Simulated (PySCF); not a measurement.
## Electron correlation in F²⁺ (fluorine, charge +2)

[He] 2s2 2p2 3d1, one real determinant (an excited configuration). Computed with PySCF 2.14 in aug-cc-pwCVTZ (7s6p4d2f, 59 functions), with the non-relativistic Hamiltonian (point nucleus). Frozen: nothing; 7 electrons correlated.

MP2 pair energies summed by pair of shells (mhartree):

| pair | energy | share (%) |
| --- | --- | --- |
| 2s-3d | -90.31 | 39.6 |
| 2s-2p | -49.85 | 21.9 |
| 1s-1s | -33.48 | 14.7 |
| 2s-2s | -24.77 | 10.9 |
| 1s-2p | -9.33 | 4.1 |
| 2p-2p | -8.10 | 3.6 |
| 1s-2s | -7.34 | 3.2 |
| 2p-3d | -4.74 | 2.1 |
| 1s-3d | -0.10 | 0.0 |

Total MP2 correlation energy: -228.01 mhartree.

Same-spin part -27.72 and opposite-spin part -200.29 mhartree; SCS-MP2 scales them by 1/3 and 6/5 to -249.59 mhartree.

The reference is one real determinant that mixes LS terms of this configuration.
